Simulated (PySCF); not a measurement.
## Basis and Hamiltonian dependence of the ionisation energy of Cr⁺

Cr⁺ [Ar] 3d5 (6S) → Cr²⁺ [Ar] 3d4 (5D). Calculated with PySCF 2.14 from differences of total energies of unrestricted determinants, without spin-orbit coupling. Values in eV.

| basis | Hamiltonian | functions | UHF | PBE | PBE0 | MP2 (valence) | CCSD(T) (valence) | CCSD(T) (valence and next inner shell) |
| --- | --- | --- | --- | --- | --- | --- | --- | --- |
| def2-SVP | non-relativistic | 31 | 15.314 | 17.438 | n/a | 16.040 | n/a | n/a |
| Sapporo-DKH3-DZP-2012 | spin-free X2C | 43 | 15.089 | n/a | n/a | 16.005 | n/a | n/a |
| def2-TZVP | non-relativistic | 45 | 15.171 | n/a | n/a | 16.012 | n/a | n/a |
| pcseg-2 | non-relativistic | 56 | 15.066 | n/a | n/a | 16.017 | n/a | n/a |
| aug-cc-pVDZ | non-relativistic | 59 | 15.186 | 17.220 | 16.906 | 16.111 | 16.160 | n/a |
| def2-TZVPPD | non-relativistic | 67 | 15.130 | 17.253 | 16.910 | 16.087 | 16.139 | 16.469 |
| cc-pVTZ | non-relativistic | 68 | 15.134 | 17.269 | n/a | 16.103 | n/a | n/a |
| def2-QZVPPD | non-relativistic | 93 | 15.118 | 17.269 | 16.917 | 16.117 | 16.165 | 16.529 |
| aug-cc-pVTZ | non-relativistic | 93 | 15.134 | 17.269 | 16.920 | 16.115 | 16.165 | n/a |
| x2c-QZVPPall | spin-free X2C | 96 | 14.991 | n/a | n/a | 15.996 | 16.044 | n/a |
| aug-cc-pwCVTZ-DK | spin-free X2C | 127 | 14.997 | 17.158 | 16.801 | 16.010 | 16.056 | n/a |
| aug-cc-pwCVTZ | non-relativistic | 127 | 15.124 | 17.264 | 16.915 | 16.131 | n/a | n/a |
| aug-cc-pVQZ-DK | spin-free X2C | 140 | 14.995 | 17.158 | 16.801 | 16.014 | n/a | n/a |

Estimate the row for cc-pVTZ-DK (spin-free X2C, 68 functions).

From the rows with the same Hamiltonian and similar size; the calculation gives UHF 15.01; PBE 17.16; PBE0 16.81; MP2 (valence) 15.98 (eV).

Frozen in the all-electron rows: valence: [Ar]; valence and next inner shell: [Ne].

Non-relativistic rows lack the scalar-relativistic shift.

Between the lowest levels the reference is 16.486 eV (measured; NIST Atomic Spectra Database, ionization energies); it includes spin-orbit coupling, which these numbers lack.
